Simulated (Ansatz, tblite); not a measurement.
Cost and result up the ladder for `FC(F)(F)c1ccc(-c2ccc(-c3ccc(-c4ccc(C(F)(F)F)nc4)nc3)nc2)nc1` (44 atoms). The state is a singlet with charge 0. Geometry: PBE-D4/def2-SVP.

Ansatz on 2 threads of AMD EPYC 7R13 on a shared host and a share (18 GiB) of an NVIDIA H100 80GB HBM3; xTB runs through tblite on one thread. Times are rough, summed over both states, and most runs start from the orbitals of an earlier one. PBE0-D4/def2-TZVP serves as the yardstick here, not as an exact answer. The other state is a triplet.

The xTB rows come from tblite. Single mean-field runs in def2-TZVP are fitted with def2-universal-jkfit.

xTB has no spin-polarisation term.

```
            level  functions  wall time
         GFN2-xTB        140     0.23 s
         GFN1-xTB        152     0.26 s
 PBE-D4/def2-TZVP       1064       21 s
PBE0-D4/def2-TZVP       1064       31 s
```

(1) Estimate what each level gives for the vertical triplet (eV).

Results:

(1) 
| level | vertical triplet (eV) | difference from PBE0-D4/def2-TZVP (eV) |
| --- | --- | --- |
| GFN2-xTB | 2.01 | -0.68 |
| GFN1-xTB | 2.41 | -0.28 |
| PBE-D4/def2-TZVP | 2.39 | -0.31 |
| PBE0-D4/def2-TZVP | 2.70 | 0.00 |
